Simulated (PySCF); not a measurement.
hydrogen atom (H), doublet; SCAN/pcseg-1 (PySCF).

The PySCF input:
```python
from pyscf import gto, scf, dft

mol = gto.Mole()
mol.atom = '''
    H     0.000000    0.000000    0.000000
'''
mol.basis = 'pcseg-1'
mol.charge = 0
mol.spin = 1
mol.verbose = 4
mol.build()

mf = dft.UKS(mol)
mf.xc = 'scan'
mf.grids.prune = None
mf.kernel()
```

What the program printed (banner, timings and long lists left out):

```
PySCF version 2.14.0

[INPUT] verbose = 4
[INPUT] num. atoms = 1
[INPUT] num. electrons = 1
[INPUT] charge = 0
[INPUT] spin (= nelec alpha-beta = 2S) = 1
[INPUT] symmetry False subgroup None
[INPUT] Mole.unit = angstrom
[INPUT] Symbol           X                Y                Z      unit          X                Y                Z       unit  Magmom
[INPUT]  1 H      0.000000000000   0.000000000000   0.000000000000 AA    0.000000000000   0.000000000000   0.000000000000 Bohr   0.0

nuclear repulsion = 0
number of shells = 2
number of NR pGTOs = 7
number of NR cGTOs = 5
basis = pcseg-1
ecp = {}

******** <class 'pyscf.dft.uks.UKS'> ********
method = UKS
initial guess = minao
damping factor = 0
level_shift factor = 0
DIIS = <class 'pyscf.scf.diis.CDIIS'>
diis_start_cycle = 1
diis_space = 8
diis_damp = 0
SCF conv_tol = 1e-09
SCF conv_tol_grad = None
SCF max_cycles = 50
direct_scf = True
direct_scf_tol = 1e-13
number electrons alpha = 1  beta = 0
XC library pyscf.dft.libxc version 7.1.2
    S. Lehtola, C. Steigemann, M. J. T. Oliveira, and M. A. L. Marques,  SoftwareX 7, 1–5 (2018)
XC functionals = scan
    J. Sun, A. Ruzsinszky, and J. P. Perdew,  Phys. Rev. Lett. 115, 036402 (2015)
    J. Sun, A. Ruzsinszky, and J. P. Perdew,  Phys. Rev. Lett. 115, 036402 (2015)
radial grids:
    Treutler-Ahlrichs [JCP 102, 346 (1995); DOI:10.1063/1.469408] (M4) radial grids

becke partition: Becke, JCP 88, 2547 (1988); DOI:10.1063/1.454033
pruning grids: None
grids dens level: 3
symmetrized grids: False
atomic radii adjust function: <function treutler_atomic_radii_adjust>
small_rho_cutoff = 0
Set gradient conv threshold to 3.16228e-05
tot grids = 15104
init E= -0.438894895958472

cycle= 1 E= -0.496787505051223  delta_E= -0.0579  |g|= 0.0399  |ddm|= 0.47
cycle= 2 E= -0.49921940221362  delta_E= -0.00243  |g|= 0.00109  |ddm|= 0.117
cycle= 3 E= -0.499221191164769  delta_E= -1.79e-06  |g|= 1.18e-06  |ddm|= 0.00312
cycle= 4 E= -0.499221191166322  delta_E= -1.55e-12  |g|= 6.04e-07  |ddm|= 1.65e-06
Extra cycle  E= -0.499221191166877  delta_E= -5.54e-13  |g|= 1.71e-08  |ddm|= 1.78e-06
converged SCF energy = -0.499221191166877  <S^2> = 0.75  2S+1 = 2
```
